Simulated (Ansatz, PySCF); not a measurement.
Species: sum formula SiH2Cl2, charge 0, multiplicity 1. 
Coordinates optimised at B3LYP-D3(BJ)/def2-TZVP (Ansatz, a first-principles code):
SMILES: Cl[SiH2]Cl
```xyz
5

Si    -0.0248    -0.7650     0.0400
Cl     1.6947     0.3538    -0.0114
Cl    -1.6683     0.4617    -0.0313
H     -0.0563    -1.5128     1.3053
H     -0.0459    -1.6411    -1.1402
```
Charge 0, spin multiplicity 1.

Property: atomisation energy (electronic, to ground-state atoms), in kJ/mol. Correlated levels leave the core frozen unless marked. UHF or UKS for open shells. Spin-orbit coupling is left out. No relativistic terms. The coupled-cluster limit lacks core correlation, which all-electron functionals hold. CBS(X,Y): correlation extrapolated as X^-3; Hartree-Fock from the larger set. [CCSD(T)-MP2]/basis is that difference in the basis named.

```csv
level,program,atomisation energy (kJ/mol),minus last row
HF/6-31G,Ansatz,823.4,-672.0
HF/6-31G*,Ansatz,1094.0,-401.4
HF/aug-cc-pV(D+d)Z,Ansatz,1112.8,-382.6
HF/cc-pV(D+d)Z,Ansatz,1106.0,-389.4
HF/aug-cc-pV(T+d)Z,Ansatz,1139.0,-356.4
HF-D4/def2-TZVPD,PySCF + dftd4,1178.7,-316.7
PBE-D3(BJ)/def2-TZVPD,Ansatz + dftd3,1479.0,-16.4
PBE-D4/def2-TZVPD,Ansatz + dftd4,1479.0,-16.4
TPSSh-D4/def2-TZVPD,PySCF + dftd4,1506.1,10.7
TPSSh/def2-TZVPD,PySCF,1491.9,-3.5
PBE-QIDH/def2-TZVPD,Ansatz,1474.3,-21.1
RPA@PBE/cc-pV(Q+d)Z,Ansatz,1380.1,-115.3
MP2/aug-cc-pV(D+d)Z,Ansatz,1398.6,-96.8
RI-MP2/aug-cc-pV(Q+d)Z,Ansatz,1508.1,12.7
SCS-MP2/6-31G*,Ansatz,1297.0,-198.4
SCS-MP2/aug-cc-pV(D+d)Z,Ansatz,1387.1,-108.3
SCS-MP2/aug-cc-pV(T+d)Z,Ansatz,1468.2,-27.2
CCSD/STO-3G,Ansatz,1563.6,68.2
CCSD/cc-pV(D+d)Z,Ansatz,1330.9,-164.5
CCSD(T)/STO-3G,Ansatz,1566.0,70.6
"RI-MP2/CBS(aug-cc-pV(T+d)Z,aug-cc-pV(Q+d)Z)+[CCSD(T)-MP2]/aug-cc-pV(T+d)Z",Ansatz,1495.4,0.0
```
